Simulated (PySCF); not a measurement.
C₅H₈FP.
Numbering: `[CH2:1]=[CH:2][CH2:3]/[P:4]=[C:5](/[CH3:6])[F:7]` (hydrogens: H8, H9 on C1; H10 on C2; H11, H12 on C3; H13, H14, H15 on C6)

The closed-shell SCF was solved with PySCF and density fitting under several settings on one GFN2-xTB geometry (grid level 2 and gas phase unless stated).

```json
{"settings": "PBE0/pcSseg-1", "basis functions": "166", "SCF cycles": "14", "E (Eh)": "-635.9748", "HOMO (eV)": "-6.79", "LUMO (eV)": "-1.30", "dipole (D)": "0.88"}
{"settings": "CAM-B3LYP/def2-SVPD", "basis functions": "211", "SCF cycles": "13", "E (Eh)": "-636.0429", "HOMO (eV)": "-8.04", "LUMO (eV)": "-0.24", "dipole (D)": "0.69"}
{"settings": "B3LYP/IGLO-II, start guess sap, energy threshold 1e-08 Eh", "basis functions": "215", "SCF cycles": "16", "E (Eh)": "-636.5767", "HOMO (eV)": "-6.49", "LUMO (eV)": "-1.40", "dipole (D)": "0.78"}
```

**Question.** Estimate the row for these settings: HF/Sadlej pVTZ, energy threshold 1e-11 Eh.

**Answer.** 
```
                                 settings  basis functions  SCF cycles     E (Eh)  HOMO (eV)  LUMO (eV)  dipole (D)
HF/Sadlej pVTZ, energy threshold 1e-11 Eh              248          14  -634.1860      -8.93       1.00        0.79
```

**Question.** Over all rows, what range does the HOMO–LUMO gap span?

**Answer.** From 5.09 eV (B3LYP/IGLO-II, start guess sap, energy threshold 1e-08 Eh) to 9.93 eV (HF/Sadlej pVTZ, energy threshold 1e-11 Eh). The functional of the narrowest has 20 % exact exchange, that of the widest 100 % exact exchange.

**Question.** And the dipole moment?

**Answer.** From 0.69 D (CAM-B3LYP/def2-SVPD) to 0.88 D (PBE0/pcSseg-1); the largest is 1.28 times the smallest, and the median is 0.79 D.

Cycle counts include a coarse-grid stage where the run had one. At HF/Sadlej pVTZ the closed-shell solution lies near or past a triplet instability.

Shape of the structure used: `[CH2:1]=[CH:2][CH2:3]/[P:4]=[C:5](/[CH3:6])[F:7]`: C1–C2–C3–P4 -114°, C2–C3–P4–C5 79°.

One conformer stands for the species.
